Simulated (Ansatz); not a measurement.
Start from `C=[C](S)[GeH3]` and change one atom or group to get `C=[C]([SiH3])[GeH3]`.

Ansatz, PBE0-D4/def2-TZVP geometries, multiplicity 1. Each molecule was computed in one conformer, which needn't be the lowest.

Scalar relativity is left out up to krypton.

```json
{"property": "size of the dipole moment (PBE/def2-TZVPP) / D", "`C=[C](S)[GeH3]`": "0.74"}
{"property": "HOMO energy (ωB97M-V/def2-TZVPP) / eV", "`C=[C](S)[GeH3]`": "-8.79"}
{"property": "HOMO energy (PBE/def2-TZVPP) / eV", "`C=[C](S)[GeH3]`": "-5.58"}
{"property": "HOMO energy (PBE0/def2-TZVPP) / eV", "`C=[C](S)[GeH3]`": "-6.66"}
{"property": "LUMO energy (B3LYP/def2-TZVPP) / eV", "`C=[C](S)[GeH3]`": "-0.64"}
{"property": "size of the dipole moment (ωB97M-V/def2-TZVPP) / D", "`C=[C](S)[GeH3]`": "0.85"}
```

Question: What does the change do to each property? (Best estimate.)

Answer: The calculation gave: 
| property | `C=[C]([SiH3])[GeH3]` | shift |
| --- | --- | --- |
| size of the dipole moment (PBE/def2-TZVPP) / D | 0.72 | -0.02 |
| HOMO energy (ωB97M-V/def2-TZVPP) / eV | -10.26 | -1.47 |
| HOMO energy (PBE/def2-TZVPP) / eV | -6.96 | -1.38 |
| HOMO energy (PBE0/def2-TZVPP) / eV | -8.07 | -1.41 |
| LUMO energy (B3LYP/def2-TZVPP) / eV | -0.98 | -0.34 |
| size of the dipole moment (ωB97M-V/def2-TZVPP) / D | 0.78 | -0.07 |

With PBE0 the HOMO falls by 1.41 eV and the LUMO falls by 0.35 eV, so the gap widens by about 1.06 eV. PBE moves the HOMO by -1.38 eV and ωB97M-V by -1.47 eV. Dipoles are sizes alone; their direction can turn.

B3LYP here is the variant with VWN-RPA as its local correlation; programs differ in this.
